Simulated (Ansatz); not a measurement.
The O3–H4 bond of BH3O2 (SMILES OBO) is stretched (multiplicity 1, the rest rigid).
Geometry at rest (charge 0, multiplicity 1):
```xyz
6

B     -0.32498    -0.27209    -0.23352
H     -1.10969    -0.98710    -0.77860
O     -0.27462     1.03161    -0.60532
H      0.38596     1.53678    -0.11517
O      0.51653    -0.72311     0.74487
H      0.41334    -1.65727     0.94491
```

Frozen-core correlation.

The values were computed with Ansatz (a quantum-chemistry and plane-wave program) with Gaussian orbitals. Values without a source in brackets are computed.

FIC-MRCISD+Q on CASSCF(4,3)/cc-pVTZ, total energies (hartree):

```tsv
R (Å)	CASSCF	MRCISD	weight c² of the reference
0.965	-176.357812	-176.879199	0.89747
1.689	-176.237672	-176.747499	0.89592
3.089	-176.193725	-176.692198	0.89837
```

Add the Davidson correction (E_MRCISD − E_CASSCF)(1 − c²)/c² and give the energies above the first point at the three levels.


Corrections (hartree): -0.059566, -0.059229, -0.056391. Above the first point (kcal/mol):
- R = 1.689 Å: CASSCF 75.4, MRCISD 82.6, with the correction 82.9
- R = 3.089 Å: CASSCF 103.0, MRCISD 117.3, with the correction 119.3

Doubts at one or more of the structures used: active orbitals that take no part (FIC-MRCISD+Q on CASSCF(4,3)/cc-pVTZ).
